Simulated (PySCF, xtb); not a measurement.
Ga(H)(Cl)(NH2) (ClGaH3N), SMILES [NH2][GaH][Cl].

GFN2-xTB (xtb) at its own geometry gives an orbital gap of 4.28 eV and a dipole moment of 1.85 D.

Geometry: PBE0-D3(BJ)/def2-TZVP. The values are those of a single conformer.

Problem. What does PBE0/def2-TZVPD (PySCF) give? (Estimate from the structure and the level; the computed values follow.)

Solution. gap 6.99 eV (levels -7.79 and -0.80 eV), dipole 2.55 D.
